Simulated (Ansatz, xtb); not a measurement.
## Relaxing a trial structure of AsGeH

The starting geometry of this gas-phase singlet has its atoms placed at random.

```xyz
3

As    1.4371   -0.2243    0.9379
Ge   -0.6809    0.1204    0.3349
H    -0.0517   -0.2536   -1.0138
```

**Question.** One run relaxed it with r2SCAN-D4/def2-SVP. What is a likely outcome?

**Answer.** It ends as a structure given below by its coordinates. Distances that change by over a tenth: Ge2–H3 (1.53 → 1.96 Å). Contacts that close: As1–H3 (2.45 → 1.60 Å).

The energy falls by 1.02 eV over 7 steps:

```
step  E − E(last) (eV)
   1             1.020
   2             0.813
   3             0.340
   4             0.067
   5             0.006
   6             0.000
   7             0.000
```

Final geometry (Å):

| atom | x (Å) | y (Å) | z (Å) |
| --- | --- | --- | --- |
| As | 1.2366 | -0.2484 | 0.5614 |
| Ge | -0.9467 | 0.2077 | 0.5070 |
| H | 0.4146 | -0.3168 | -0.8094 |

From the same start GFN2-xTB reaches the same bonding as this run.

From so rough a start the end depends on the optimiser's path, so another program may land elsewhere. The end wasn't checked by frequencies. Run with Ansatz 0.2.0, 25 s on 1 thread of AMD EPYC (Zen 3) (shared host).
